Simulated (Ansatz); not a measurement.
Reaction (SMILES): F[Si](F)(F)Br [bromo(trifluoro)silane] -> F[Si](F)Br + F atom (the F-Si bond at the site shown breaks; other sites are not compared here)
Each molecule is optimised on its own at B3LYP-D3(BJ)/def2-TZVP (Ansatz, an electronic-structure program). Frequencies are from Ansatz.

Quantity: bond dissociation energy (0 K, with B3LYP-D3(BJ) harmonic zero-point energies), in eV. Cores are frozen in the correlated levels unless marked. Open shells are spin-unrestricted. Spin-orbit coupling is left out. The frozen core is the preceding noble-gas configuration, with the filled d and f shells of earlier blocks. Non-relativistic. FCI takes restricted orbitals. Basis-set limits of correlation are two-point, X^-3; Hartree-Fock from the larger set.

```
level                     program  bond dissociation energy (eV)
-----------------  --------------  -----------------------------
HF/STO-3G                  Ansatz                           3.28
HF/def2-SVP                Ansatz                           5.02
PBE/def2-TZVPD             Ansatz                           6.64
PBE-D4/def2-TZVPD  Ansatz + dftd4                           6.67
```

What does CCSD(T)/CBS(def2-TZVPP,def2-QZVPP) (Ansatz) give?

7.00 eV
